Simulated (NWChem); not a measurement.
All runs are NWChem calculations. System: SSi, charge 0, spin multiplicity 1, displaced from the optimised geometry. Level: CCSD(T)/cc-pVDZ, 10 core orbitals frozen, spin-restricted.

Input file:

```
start mol
memory heap 100 mb stack 700 mb global 1900 mb
geometry units angstroms nocenter noautoz noautosym
  Si     0.000000     0.000000     1.034479
  S      0.000000     0.000000    -1.874994
end
basis spherical
  * library cc-pvdz
end
scf
  rhf
  nopen 0
  maxiter 100
  thresh 1e-7
  semidirect memsize 60000000 filesize 0
end
ccsd
  freeze core 10
  maxiter 60
end
task ccsd(t) energy
```

Output (cleaned and shortened):

```
             Northwest Computational Chemistry Package (NWChem) 7.3.0
             --------------------------------------------------------

                                NWChem Input Module
                                -------------------

 Scaling coordinates for geometry "geometry" by  1.889725989
 (inverse scale =  0.529177249)

                             Geometry "geometry" -> ""
                             -------------------------

 Output coordinates in angstroms (scale by  1.889725989 to convert to a.u.)

  No.       Tag          Charge          X              Y              Z
 ---- ---------------- ---------- -------------- -------------- --------------
    1 Si                  14.0000     0.00000000     0.00000000     1.03447900
    2 S                   16.0000     0.00000000     0.00000000    -1.87499400

 Effective nuclear repulsion energy (a.u.)      40.7412970582

            Nuclear Dipole moment (a.u.)
            ----------------------------
        X                 Y               Z
 ---------------- ---------------- ----------------
     0.0000000000     0.0000000000   -29.3232523305


 Summary of "ao basis" -> "" (spherical)
 ------------------------------------------------------------------------------
       Tag                 Description            Shells   Functions and Types
 ---------------- ------------------------------  ------  ---------------------
 *                          cc-pvdz                   on all atoms

 Summary of "ao basis" -> "ao basis" (spherical)
 ------------------------------------------------------------------------------
       Tag                 Description            Shells   Functions and Types
 ---------------- ------------------------------  ------  ---------------------
 Si                         cc-pvdz                  8       18   4s3p1d
 S                          cc-pvdz                  8       18   4s3p1d

                                 NWChem SCF Module
                                 -----------------

  ao basis        = "ao basis"
  functions       =    36
  atoms           =     2
[...]
task        82 out of       136 done  60%  at       1.0 secs
task        89 out of       136 done  65%  at       1.1 secs
task        96 out of       136 done  70%  at       1.2 secs
task       102 out of       136 done  75%  at       1.3 secs
task       109 out of       136 done  80%  at       1.4 secs
task       116 out of       136 done  85%  at       1.5 secs
task       123 out of       136 done  90%  at       1.6 secs
task       130 out of       136 done  95%  at       1.6 secs
task       136 out of       136 done 100%  at       1.6 secs
 commencing triples evaluation - blocking       1
 ccsd(t): done        1 out of       21 progress:    4.8%
 ccsd(t): done        2 out of       21 progress:    9.5%
 ccsd(t): done        3 out of       21 progress:   14.3%
 ccsd(t): done        4 out of       21 progress:   19.0%
 ccsd(t): done        5 out of       21 progress:   23.8%
 ccsd(t): done        6 out of       21 progress:   28.6%
 ccsd(t): done        7 out of       21 progress:   33.3%
 ccsd(t): done        8 out of       21 progress:   38.1%
 ccsd(t): done        9 out of       21 progress:   42.9%
 ccsd(t): done       10 out of       21 progress:   47.6%
 ccsd(t): done       11 out of       21 progress:   52.4%
 ccsd(t): done       12 out of       21 progress:   57.1%
 ccsd(t): done       13 out of       21 progress:   61.9%
 ccsd(t): done       14 out of       21 progress:   66.7%
 ccsd(t): done       15 out of       21 progress:   71.4%
 ccsd(t): done       16 out of       21 progress:   76.2%
 ccsd(t): done       17 out of       21 progress:   81.0%
 ccsd(t): done       18 out of       21 progress:   85.7%
 ccsd(t): done       19 out of       21 progress:   90.5%
 ccsd(t): done       20 out of       21 progress:   95.2%
 ccsd(t): done       21 out of       21 progress:  100.0%
 Time for integral evaluation pass     1        1.62
 Time for triples evaluation pass      1        0.02

 pseudo-e(mp4)  -0.81641692055947E-01
 pseudo-e(mp5)   0.32238695073773E-01
        e(t)    -0.49402996982174E-01

 --------------
 CCSD(T) Energy
 --------------
 Reference energy:                    -686.290772000007109

 CCSD corr. energy:                     -0.258521796063011
 T(CCSD) corr. energy:                  -0.081641692055947
 Total CCSD+T(CCSD) energy:           -686.630935488126056

 CCSD corr. energy:                     -0.258521796063011
 (T) corr. energy:                      -0.049402996982174
 Total CCSD(T) energy:                -686.598696793052341

 routine      calls  cpu(0)   cpu-min  cpu-ave  cpu-max   i/o
 aoccsd          1     0.00     0.00     0.00     0.00    0.00
 iterdrv         1     0.00     0.00     0.00     0.00    0.00
 pampt          17     0.01     0.01     0.01     0.01    0.00
 t2pm           17     0.02     0.02     0.02     0.02    0.00
 sxy            17     0.05     0.05     0.05     0.05    0.00
 ints       314262    12.85    12.85    12.85    12.85    0.00
 t2eri        2312     0.19     0.19     0.19     0.19    0.00
 idx2         2312     0.06     0.06     0.06     0.06    0.00
 idx34          17     0.01     0.01     0.01     0.01    0.00
 ht2pm          17     0.02     0.02     0.02     0.02    0.00
 itm            17     0.04     0.04     0.04     0.04    0.00
 pdiis          17     0.00     0.00     0.00     0.00    0.00
 triples         1     0.00     0.00     0.00     0.00    0.00
 rdtrpo          1     0.00     0.00     0.00     0.00    0.00
 trpmos          1     1.62     1.62     1.62     1.62    0.00
 trpdrv          1     0.01     0.01     0.01     0.01    0.00
 dovvv        3150     0.01     0.01     0.01     0.01    0.00
 doooo        3150     0.00     0.00     0.00     0.00    0.00
 tengy        2625     0.01     0.01     0.01     0.01    0.00
 Total                14.91    14.91    14.91    14.91    0.00

 Task  times  cpu:       17.3s     wall:       17.3s

 Total times  cpu:       17.3s     wall:       17.3s
```
